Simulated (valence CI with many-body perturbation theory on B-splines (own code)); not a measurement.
Ni21+: what each term of the Hamiltonian does

Computed by configuration interaction combined with many-body perturbation theory (CI+MBPT): five valence electrons over a frozen Dirac-Fock core [He], radial functions for each j: 9 s, 9 p, 8 d, 6 f, 3 g, 1 h, with the one-electron correlation potential Σ1 (screened to all orders), the two-electron term Σ2, the three-electron term Σ3, Breit, model QED; selected single and double excitations, second order for the rest (own B-spline code, finite nucleus).

No measured spectrum was set against this ion. As an estimate, levels of excited configurations hold to 0.05 to 0.15 % of their energy, terms of the ground configuration to about 0.5 %. Among the levels kept, up to 2100 cm⁻¹ of a level comes from second order outside the variational space, and about a tenth of that is noise between levels of different J, which matters for small intervals.

Each rung adds one term. CI alone is the Dirac-Coulomb CI over the frozen core; QED comes last and gives the full result, which names the levels. Energies are above 2s2.2p3 4S°_3/2 on the same rung, in Ry.

Names give the largest LS component (configuration and term), which can be under half, so a name can repeat, a term be missing and a line seem to break the LS rules; names also repeat where a configuration has a term twice.

| Level | CI alone |
| --- | --- |
| 2s2.2p3 2D°_3/2 | 1.436 |
| 2s2.2p3 2D°_5/2 | 1.954 |
| 2s2.2p3 2P°_1/2 | 2.766 |
| 2s2.2p3 2P°_3/2 | 3.691 |
| 2s.2p4 4P_5/2 | 7.791 |
| 2s.2p4 4P_3/2 | 8.656 |
| 2s.2p4 4P_1/2 | 8.881 |
| 2s.2p4 2D_3/2 | 10.793 |
| 2s.2p4 2D_5/2 | 11.067 |
| 2s.2p4 2S_1/2 | 12.317 |
| 2s.2p4 2P_3/2 | 12.862 |
| 2s.2p4 2P_1/2 | 14.120 |
| 2p5 2P°_3/2 | 20.094 |
| 2p5 2P°_1/2 | 21.497 |
| 2s2.2p2.3s 4P_1/2 | 77.675 |
| 2s2.2p2.3s 4P_3/2 | 78.623 |

Task: What do these energies become with core correlation, Breit and QED?

Result: 2s2.2p3 2D°_3/2 1.438 (+0.0024); 2s2.2p3 2D°_5/2 1.911 (-0.0429); 2s2.2p3 2P°_1/2 2.762 (-0.0039); 2s2.2p3 2P°_3/2 3.649 (-0.0418); 2s.2p4 4P_5/2 7.729 (-0.0619); 2s.2p4 4P_3/2 8.593 (-0.0635); 2s.2p4 4P_1/2 8.821 (-0.0602); 2s.2p4 2D_3/2 10.723 (-0.0701); 2s.2p4 2D_5/2 10.970 (-0.0970); 2s.2p4 2S_1/2 12.261 (-0.0569); 2s.2p4 2P_3/2 12.756 (-0.1061); 2s.2p4 2P_1/2 14.008 (-0.1119); 2p5 2P°_3/2 19.968 (-0.1266); 2p5 2P°_1/2 21.338 (-0.1586); 2s2.2p2.3s 4P_1/2 77.679 (+0.0037); 2s2.2p2.3s 4P_3/2 78.596 (-0.0272).

Task: How does the ionisation energy move along the ladder, and which term matters most?

Result: CI alone 1879.6, + Σ1 1879.9, + Σ2 1880.0, + Σ3 1879.8, + Breit 1879.4, + QED 1879.4 eV. The largest step is Breit, -0.4 eV. NIST lists 1880 ± 5 eV (semi-empirical).
